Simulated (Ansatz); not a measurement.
Si₄Au₃⁻, relaxed as a singlet with RKS r2SCAN-D4/def2-SVPD in Ansatz, starting from the GFN1-xTB geometry. Force threshold 0.02 eV/Å.

In the def2 sets Au takes a core potential; there is no spin–orbit coupling. The restricted singlet is unstable towards broken spin symmetry in Hartree–Fock (as tested in another run); at r2SCAN-D4/def2-SVPD this wasn't settled. Another isomer (singlet) lies 0.87 eV lower at PBE0-D4/def2-TZVPD; other spin states weren't run for this one.

Start:

Cartesian coordinates in Å:
```
Au -0.3108 2.1722 1.7501
Au 0.9182 -2.6809 -0.4866
Au -1.1883 2.3337 -0.8084
Si 1.7268 -0.3893 -0.6638
Si 0.4186 -0.0382 1.2557
Si -0.4671 0.1227 -1.2937
Si -1.0974 -1.5202 0.2467
```

| step | energy (eV) | largest force component (eV/Å) | SCF passes |
| --- | --- | --- | --- |
| 1 | -42588.2173 | 0.972 | 23 |
| 2 | -42588.3463 | 0.262 | 28 |
| 3 | -42588.3783 | 0.123 | 23 |
| 4 | -42588.3797 | 0.040 | 24 |
| 5 | -42588.3802 | 0.012 | 23 |

Force components are those of the run's own axes.

End:

| atom | x (Å) | y (Å) | z (Å) |
| --- | --- | --- | --- |
| Au1 | -0.280 | 2.090 | 1.734 |
| Au2 | 0.873 | -2.570 | -0.485 |
| Au3 | -1.191 | 2.282 | -0.865 |
| Si4 | 1.798 | -0.322 | -0.665 |
| Si5 | 0.455 | -0.080 | 1.317 |
| Si6 | -0.473 | 0.116 | -1.329 |
| Si7 | -1.183 | -1.515 | 0.292 |

By distances, no bond broke or formed. The bond that changes most is Si5–Si6, from 2.70 to 2.81 Å (atoms count from 1).

No frequencies were taken in this run, so the end may be a saddle point.

Hardware: 4 threads of Arm Neoverse V1 on a shared host. Wall time 41 s.
